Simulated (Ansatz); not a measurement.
Species: C$_{2}$H$_{7}$AlO, SMILES `[CH3][Al]([CH3])[OH]` (C–Al–O–H torsion 2°) (charge 0, multiplicity 1).

Task: Give a relaxed geometry from Ansatz (a first-principles code) with r2SCAN-D4/def2-TZVP.

Result: This is not unique; one that fits is the end point of this relaxation, one of several conformers (outside a Z-matrix the atoms follow the SMILES, hydrogens last).
Cartesian coordinates (Å) in one orientation:
```xyz
11

C      1.640    -0.587    -0.121
Al    -0.041     0.399     0.008
C     -1.802    -0.419     0.112
O     -0.033     2.105     0.032
H      1.990    -0.624    -1.160
H      2.444    -0.123     0.459
H      1.542    -1.623     0.213
H     -1.827    -1.431    -0.301
H     -2.130    -0.497     1.155
H     -2.557     0.179    -0.406
H      0.774     2.621     0.009
```
